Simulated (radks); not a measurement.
Values are calculated unless marked as measured or tabulated.
Isoelectronic series with 6 electrons, each ion in its NIST ground configuration. Code: a radial shooting solver on a logarithmic mesh with Libxc functionals. Model: non-relativistic Kohn-Sham, PBEsol, spin-polarised, spherical densities, point nucleus; open shells are filled with parallel spins first (spin-orbit coupling, left out, can overturn this in heavy ions). Total energies (hartree) and orbital eigenvalues (eV) (* marks an orbital that is empty in some or all of the ions):

| ion | configuration | E (hartree) | 2p down* | 2p up | 2s down | 2s up |
|---|---|---|---|---|---|---|
| C | [He] 2s2 2p2 | -37.62352 | -3.5095 | -6.0568 | -11.7501 | -14.5141 |
| F3+ | [He] 2s2 2p2 | -95.12487 | -68.8607 | -74.9489 | -87.3300 | -92.9824 |
| Mg6+ | [He] 2s2 2p2 | -179.66647 | -196.5028 | -206.0586 | -225.1867 | -233.5771 |
| P9+ | [He] 2s2 2p2 | -291.21955 | -385.6386 | -398.6536 | -424.5101 | -435.6040 |
| Ar12+ | [He] 2s2 2p2 | -429.77750 | -636.1114 | -652.5836 | -685.1523 | -698.9363 |
| Sc15+ | [He] 2s2 2p2 | -595.33797 | -947.8670 | -967.7957 | -1007.065 | -1023.533 |
| Cr18+ | [He] 2s2 2p2 | -787.89992 | -1320.881 | -1344.266 | -1390.229 | -1409.376 |
| Co21+ | [He] 2s2 2p2 | -1007.46279 | -1755.142 | -1781.983 | -1834.633 | -1856.458 |
| Zn24+ | [He] 2s2 2p2 | -1254.02629 | -2250.643 | -2280.940 | -2340.273 | -2364.774 |
| As27+ | [He] 2s2 2p2 | -1527.59024 | -2807.379 | -2841.133 | -2907.145 | -2934.321 |
| Kr30+ | [He] 2s2 2p2 | -1828.15451 | -3425.348 | -3462.558 | -3535.247 | -3565.097 |
| Mo36+ | [He] 2s2 2p2 | -2510.28373 | -4844.978 | -4889.100 | -4975.139 | -5010.335 |
| Rh39+ | [He] 2s2 2p2 | -2891.84858 | -5646.638 | -5694.215 | -5786.926 | -5824.795 |
